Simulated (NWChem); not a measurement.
Exact exchange and the dipole moment of TlBr

TlBr: 2 atoms, total charge 0, spin state singlet. As SMILES, `[Br][Tl]`. The bond length is the measured one.

The dipole moment y, in D, basis def2-TZVPPD with a core potential; a is the functional's share of exact exchange. Programs: NWChem 7.3.0.

| functional | program | a | y (D) |
| --- | --- | --- | --- |
| BLYP | NWChem | 0 | 4.14 |
| revPBE | NWChem | 0 | 4.22 |
| B3LYP | NWChem | 0.2 | ? |
| PBE0 | NWChem | 0.25 | 4.44 |
| BHLYP | NWChem | 0.5 | 4.60 |

Q: Fit y = c + s·a to the known rows and predict B3LYP.

A: 
1. Means of the 4 rows: a = 0.1875, y = 4.350.
2. Σ(Δa)² = 0.17188, Σ(Δa·Δy) = 0.1475, so the slope is 0.1475/0.17188 = 0.85816.
3. Intercept: 4.350 − (0.85816) × 0.1875 = 4.189. The largest residual of the fit is 0.049.
4. B3LYP: 4.189 + (0.85816) × 0.2 = 4.36 D.

The run gave 4.37 D, so the prediction is off by -0.01 D, within the scatter of the fit. More exact exchange makes the molecule more polar here. The rows mix families of semi-local functionals, which the line can't see.
